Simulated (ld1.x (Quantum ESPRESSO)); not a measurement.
**bromine (Br), TM: configuration errors across variants**

bromine (Br), norm-conserving Troullier–Martins (Kleinman–Bylander form), made with ld1.x (Quantum ESPRESSO) 7.5 (PW91, fully relativistic). Core [Ar] 3d10, reference 4s2 4p5. Waves: 4p (bound): rc 1.75 bohr; 4s (bound): rc 1.00 bohr. Local part: the s channel. Core correction: a·sin(br)/r model core inside 0.50 bohr.

Open shells are filled in proportion to 2j + 1 (rel_dist='average').

All-electron excitation energies from the reference (eV): (1) 4s2 4p4 12.617; (2) 4s2 4p3 35.455; (3) 4s2 4p2 69.536; (4) 4s2 4p1 115.688; (5) 4s1 4p5 25.633; (6) 4s2 4p5.3 -1.980; (7) 4s2 4p4.5 5.104.

6 further variants failed, have other tests or another functional or relativity, and are left out.

A true bound ghost makes a file unfit for plane-wave use even where its test errors are small: the radial tests pick states by their node count and pass the ghost by.

Errors AE − PS in meV (a dash: test not solved or not reliable):

| change | (1) | (2) | (3) | (4) | (5) | (6) | (7) | bound ghosts |
| --- | --- | --- | --- | --- | --- | --- | --- | --- |
| base | -20 | -78 | -141 | -138 | -98 | -1.4 | -4.7 | p3/2, p1/2 |
| wave 4p (bound): rc 1.75 bohr becomes 4p (bound): rc 2.32 bohr | -31 | -121 | -240 | -324 | -122 | -2.4 | -7.5 | p3/2, p1/2 |
| local potential all-electron potential smoothed inside 1.65 bohr (lloc = -1) | +2.5 | +11 | +25 | +31 | -13 | +0.1 | +0.5 | none |
| wave 4s (bound): rc 1.00 bohr becomes 4s (bound): rc 1.48 bohr | +3.7 | +16 | +30 | +11 | +6.7 | +0.2 | +0.8 | none |

Q: Give the same row for: core correction a·sin(br)/r model core inside 1.10 bohr.

A: -19, -73, -127, -106, -91, -1.3, -4.5; bound ghosts: p3/2, p1/2.
